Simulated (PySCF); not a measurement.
CH₂BrF₃Si, SMILES FC(F)(F)[SiH2]Br, CAM-B3LYP/def2-SVP optimised geometry.

```
8

F     -0.87    -0.91     1.15
C     -0.47    -0.36     0.00
F      0.87    -0.36     0.00
F     -0.87     0.91     0.00
Si    -1.10    -1.34    -1.54
Br    -3.31    -1.36    -1.52
H     -0.61    -0.64    -2.74
H     -0.57    -2.72    -1.43
```

Density from CAM-B3LYP/def2-TZVP in PySCF 2.14.0 at that geometry.

Minimum of the electron density along straight lines between bonded atoms, close to the bond critical point (lines longer than 1.1 times the sum of covalent radii, or with two minima, are not listed):

```csv
bond,length / Å,ρ at the minimum / e bohr⁻³,∇²ρ there / e bohr⁻⁵,position (fraction from the first atom)
F1–C2,1.338,0.285,-0.43,0.66
C2–F3,1.345,0.279,-0.43,0.34
C2–F4,1.338,0.285,-0.44,0.34
C2–Si5,1.925,0.120,(withheld),0.62
Si5–Br6,2.211,(withheld),(withheld),0.35
Si5–H7,1.479,0.127,0.13,0.49
Si5–H8,1.479,0.127,0.13,0.49
```

Problem. What belongs in the gaps?

Solution. 
- C2–Si5, ∇²ρ there / e bohr⁻⁵: 0.15
- Si5–Br6, ρ at the minimum / e bohr⁻³: 0.092
- Si5–Br6, ∇²ρ there / e bohr⁻⁵: 0.07
